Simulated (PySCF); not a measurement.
A PySCF script (with the pyscf-properties extension) for the NMR shieldings of `C=C[Si@@H](Cl)[SiH2]N[SiH3]`, C2H10ClNSi3, on a GFN2-xTB geometry:

```python
import basis_set_exchange as bse
import numpy as np
from pyscf import gto, dft
from pyscf.prop import nmr

atoms = """
C    -2.119192    0.638378    0.756572
C    -1.788092    1.149039   -0.419136
Si   -0.610301    0.322622   -1.643820
Cl    0.540954    1.830424   -2.404531
Si    0.654836   -1.416643   -0.803319
N     1.039701   -1.128316    0.864841
Si    1.762332    0.256565    1.624869
H    -2.797484    1.133994    1.434837
H    -1.720792   -0.304068    1.094888
H    -2.213822    2.106483   -0.701022
H    -1.440254   -0.097327   -2.788037
H     1.877238   -1.680049   -1.584279
H    -0.111289   -2.671295   -0.776917
H     1.112717   -1.967592    1.418241
H     1.325426    0.216158    3.022522
H     1.253527    1.425127    0.915410
H     3.227497    0.198530    1.558809
"""
names = dict.fromkeys(["C", "Si", "Cl", "N", "H"], "pcSseg-1")
basis = {el: gto.basis.parse(bse.get_basis(n, elements=[el], fmt="nwchem")) for el, n in names.items()}
mol = gto.M(atom=atoms, basis=basis, charge=0, verbose=0)
mf = dft.RKS(mol, xc="PBE0")
mf.grids.level = 2
mf.grids.alignment = dft.numint.BLKSIZE   # the property module wants whole blocks of grid points
mf.conv_tol = 1e-9
mf.kernel()

calc = nmr.RKS(mf)   # GIAO
C = mf.mo_coeff
Co = C[:, mf.mo_occ > 0]
resp = mf.gen_response(singlet=True, hermi=2)
def vind(x):   # induced exchange potential for any number of trial vectors
    d = np.einsum("pi,xij,qj->xpq", C, 2 * x.reshape(-1, C.shape[1], Co.shape[1]), Co, optimize=True)
    return np.einsum("xpq,pi,qj->xij", resp(d - d.transpose(0, 2, 1)), C, Co, optimize=True).ravel()
mo1, _ = nmr.rhf.solve_mo1(calc, with_cphf=vind)
sigma = calc.kernel(mo1)
for i, s in enumerate(sigma):   # ppm
    w = np.linalg.eigvalsh((s + s.T) / 2)
    print("%2d %-2s iso %8.1f  s11 %8.1f  s22 %8.1f  s33 %8.1f" % (i, mol.atom_pure_symbol(i), w.mean(), *w))
```

**Question.** What does it print?

**Answer.** 
```
 0 C  iso     43.1  s11    -79.2  s22     42.1  s33    166.4
 1 C  iso     41.0  s11    -75.2  s22     38.6  s33    159.7
 2 Si iso    367.3  s11    316.7  s22    371.9  s33    413.2
 3 Cl iso    996.2  s11    910.0  s22   1011.9  s33   1066.7
 4 Si iso    399.0  s11    346.8  s22    383.8  s33    466.6
 5 N  iso    279.3  s11    253.6  s22    260.3  s33    324.0
 6 Si iso    400.8  s11    361.5  s22    379.7  s33    461.4
 7 H  iso     25.2  s11     22.2  s22     25.0  s33     28.4
 8 H  iso     25.3  s11     21.4  s22     25.3  s33     29.3
 9 H  iso     25.0  s11     22.7  s22     24.5  s33     27.8
10 H  iso     26.2  s11     22.2  s22     24.8  s33     31.5
11 H  iso     26.5  s11     22.5  s22     25.0  s33     31.9
12 H  iso     26.5  s11     23.2  s22     25.2  s33     31.2
13 H  iso     32.6  s11     22.3  s22     29.7  s33     45.7
14 H  iso     27.1  s11     23.5  s22     25.1  s33     32.6
15 H  iso     26.9  s11     23.1  s22     27.9  s33     29.8
16 H  iso     26.9  s11     23.4  s22     24.6  s33     32.7
```

These numbers come from an equivalent density-fitted implementation of the same equations, which agrees with the script to about 0.01 ppm for H and up to a few tenths of a ppm for heavy atoms, so last digits may differ.

**Question.** Turn these shieldings into chemical shifts. References, each an isolated molecule treated in the same way: 13C (σref 186.93), 29Si (σref 349.16), 1H (σref 31.72) against TMS; 35Cl (σref 949.78) against HCl; 15N (σref 267.73) vs NH3.

**Answer.** Averaging equivalent atoms: C 1: 145.9; C 0: 143.8; Si 2: -18.1; Si 4: -49.9; Si 6: -51.7; Cl 3: -46; N 5: -11.6; H 9: 6.71; H 7: 6.49; H 8: 6.38; H 10: 5.53; H 11: 5.25; H 12: 5.18; H 14/15/16: 4.75; H 13: -0.85 ppm. Experimental scales use liquid or dissolved standards, which lie at an offset from isolated NH3 (liquid NH3: subtract about 20 ppm).

Size and cost of the density-fitted run: 197 basis functions, 66 s wall time on 1 thread of an Arm Neoverse N1, shared host; peak memory 0.9 GiB.
